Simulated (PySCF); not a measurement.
## Working out the ionisation energy of Cu¹⁴⁺

Cu¹⁴⁺ [Ne] 3s2 3p3 (4S) → Cu¹⁵⁺ [Ne] 3s2 3p2 (3P). All numbers are calculated (PySCF 2.14, the spin-free X2C one-electron Hamiltonian (Gaussian nucleus), in an even-tempered Gaussian basis (19 s from 1.1 bohr⁻², ratio 2.5; 12 p from 1.4 bohr⁻², ratio 2.5; 5 d from 7.1 bohr⁻², ratio 2.7; 4 f from 11 bohr⁻², ratio 2.7)). Frozen: 1s2; the 22 highest virtual orbitals dropped. Energies in hartree (1 hartree = 27.21139 eV):

| part | Cu¹⁴⁺ (lower) | Cu¹⁵⁺ (upper) |
| --- | --- | --- |
| UHF | -1561.615708 | -1543.966626 |
| CCSD correlation | -0.483404 | -0.469324 |
| (T) | -0.002222 | -0.002337 |

Task: What does Hartree-Fock give?

Result: (-1543.966626) − (-1561.615708) = 17.649082 hartree = 480.256 eV.

Task: What do CCSD and CCSD(T) give?

Result: The CCSD correlation energies differ by 0.014080 hartree = 0.383 eV and the triples by -0.000115 hartree = -0.003 eV, so CCSD gives 480.639 eV and CCSD(T) 480.636 eV.

A first-order spin-orbit estimate adds -2.558 eV to CCSD(T) (outer shells), giving 478.078 eV against 483.1 ± 0.9 eV (semi-empirical (NIST evaluation); NIST Atomic Spectra Database, ionization energies).

What remains against the reference includes basis incompleteness, the frozen core and higher excitations.
